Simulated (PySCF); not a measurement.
## Bi⁵⁴⁺: ionisation energy

Bi⁵⁴⁺ [Ar] 3d10 4s1 [4s1/2^1, M_J = 1/2] → Bi⁵⁵⁺ [Ar] 3d10, as a difference of total energies. All numbers are calculated (PySCF 2.14, the two-component X2C-1e Hamiltonian, in an even-tempered Gaussian basis (16 s from 8.6 bohr⁻², ratio 2.8; 13 p from 11 bohr⁻², ratio 2.8; 8 d from 20 bohr⁻², ratio 2.8; 4 f from 44 bohr⁻², ratio 3)). Correlated levels: [Ne] frozen; the 72 highest virtual spinors dropped. "Screened" scales the spin-orbit matrix elements by Boettger's factors to mimic the two-electron term; Breit and QED terms are absent.

```tsv
method	ionisation energy (eV)
GHF (spin-free)	3382.3
GMP2 (spin-free)	3383.6
GHF (screened spin-orbit)	3381.6
GMP2 (screened spin-orbit)	3382.9
```

Breit and QED terms and the two-electron picture change are absent.

For comparison: 3401.8 ± 2.4 eV (semi-empirical (NIST evaluation); NIST Atomic Spectra Database, ionization energies).
